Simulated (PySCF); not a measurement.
Delta-SCF ions had no search for a lower state. Excitations are Tamm–Dancoff values on a coarser integration grid. The basis has no diffuse functions, so Rydberg states are missing or too high.

## H$_{2}$BF$_{3}$Si, SMILES `B[Si](F)(F)F` (charge 0, multiplicity 1)

Level of theory: PBE-D3(BJ)/def2-TZVP (PySCF).

```json
{
 "HOMO": "-8.22 eV",
 "dipole_moment": "2.01 D",
 "LUMO": "-4.34 eV",
 "HOMO–LUMO gap": "3.88 eV",
 "S1 excitation (TDA)": "4.24 eV",
 "S1 oscillator strength": "0.007",
 "T1 excitation (TDA)": "3.26 eV",
 "S1–T1 gap (TDA)": "0.98 eV",
 "vertical ionisation energy (Delta-SCF)": "11.69 eV",
 "total_energy": "-614.9173 Ha",
 "cost": "roughly 110 core-seconds"
}
```

Bonds (Å): B1–Si2 2.008, B1–H6 1.198, B1–H7 1.199, Si2–F3 1.600, Si2–F4 1.602, Si2–F5 1.603. Bond angles (°): Si2–B1–H6 122.1, Si2–B1–H7 118.9, H6–B1–H7 119.0, B1–Si2–F3 114.7, B1–Si2–F4 111.0, B1–Si2–F5 109.6, F3–Si2–F4 106.5, F3–Si2–F5 106.7, F4–Si2–F5 107.9.
